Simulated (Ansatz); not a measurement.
```yaml
crystal:
  periodic: [false, false, false]
  atoms:
    - {symbol: B, position_ang: [-1.136511, 1.486858, -1.535462]}
    - {symbol: S, position_ang: [-0.545479, 1.250935, 0.136581]}
    - {symbol: B, position_ang: [0.224262, -0.392164, 0.093221]}
    - {symbol: C, position_ang: [0.869396, -0.996276, 1.369328]}
    - {symbol: H, position_ang: [-0.968850, 0.641577, -2.357429]}
    - {symbol: H, position_ang: [-1.694979, 2.512628, -1.776223]}
    - {symbol: H, position_ang: [0.208229, -0.980001, -0.946693]}
    - {symbol: H, position_ang: [0.373282, -1.946253, 1.604923]}
    - {symbol: H, position_ang: [0.842649, -0.360286, 2.255051]}
    - {symbol: H, position_ang: [1.910900, -1.268218, 1.159704]}
basis:
  gaussian: {orbitals: "6-31G*"}
hamiltonian: {xc: {name: HF}}
correlation: {active_space: {window: {electrons: 40, orbitals: 30}}}
```

```sh
$ ansatz run in.yaml --threads 2 --pin off --events-out ev --progress --plain --max-ram 4352MiB
```

(1) How does Ansatz answer? (Best estimate.)

Answers

(1) The calculation gave: The run stopped with an error.
```
Functional definition: HF
786 factors; integrals over basis functions are off by at most 6.6e-4 eV
mean field evaluation 1: about -13284.8103 eV, gradient 2.3e1 eV
mean field evaluation 2: about -13284.8713 eV, gradient 2.3e1 eV
mean field evaluation 4: about -13286.7086 eV, gradient 2.5e0 eV
mean field evaluation 8: about -13286.7370 eV, gradient 1.4e-1 eV
mean field -13286.73715388 eV, -488.2785843312 hartree, gradient 6.0e-6 eV, S^2 0.000000; 0 other end points of the search recorded, 0 dependent functions left out
reference -13286.73715388 eV, -488.2785843312 hartree; 19, 19 occupied and 57, 57 virtual orbitals, 786 factors
Error: 40 electrons in 30 orbitals form no window around the highest filled level of the reference
```
